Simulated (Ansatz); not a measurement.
A run for Ansatz (a quantum-chemistry and plane-wave program): R-BLYP/def2-TZVPP on BrH2NSi (SMILES N[Si]Br), a point of a torsion scan.

Ansatz 0.2 input:
```yaml
crystal:
  periodic: [false, false, false]
  atoms:
    - {symbol: N, position_ang: [-0.80900991, -0.09383121, -0.19401894]}
    - {symbol: Si, position_ang: [0.66276145, -0.97878216, -0.33446827]}
    - {symbol: Br, position_ang: [0.98416217, -0.63747644, -2.57774020]}
    - {symbol: H, position_ang: [-0.86860379, 0.88750373, -0.42792875]}
    - {symbol: H, position_ang: [-1.39615331, -0.27591475, 0.60598140]}
basis:
  gaussian:
    orbitals: def2-TZVPP
hamiltonian:
  xc: {name: BLYP}
scf: {lower_state_search: off}
```

Output:

```
WARN ansatz: RAYON_NUM_THREADS=1 ignored (pool sized by the plan → 1); use --threads N
Functional definition: BLYP
these checks for a lower state are left out or cut short: stability, starts, cluster_reference, orbital_swaps, neighbouring_geometries, increment
integrals: 0.06 GiB planned
937 factors; their error is unknown
mean field: 0.45 GiB planned
mean field evaluation 1: about -79437.8890 eV, gradient 7.7e1 eV
mean field evaluation 2: about -79375.5083 eV, gradient 1.5e2 eV
mean field evaluation 4: about -79448.4742 eV, gradient 1.3e1 eV
mean field evaluation 8: about -79448.9432 eV, gradient 1.5e-1 eV
mean field evaluation 16: about -79448.9047 eV, gradient 2.7e-4 eV
mean field -79448.90471980 eV, -2919.6933960510 hartree, gradient 9.2e-6 eV, S^2 0.000000; 0 other end points of the search recorded, 0 dependent functions left out
reference -79448.90500147 eV, -2919.6934064021 hartree; 29, 29 occupied and 120, 120 virtual orbitals, 937 factors
Total energy: -79448.90500147 eV, -2919.6934064021 hartree
Checks for a lower state left out: stability, starts, cluster_reference, orbital_swaps, neighbouring_geometries, increment
```

Self-consistency was reached.

Cost: very roughly 2.0 core-seconds.
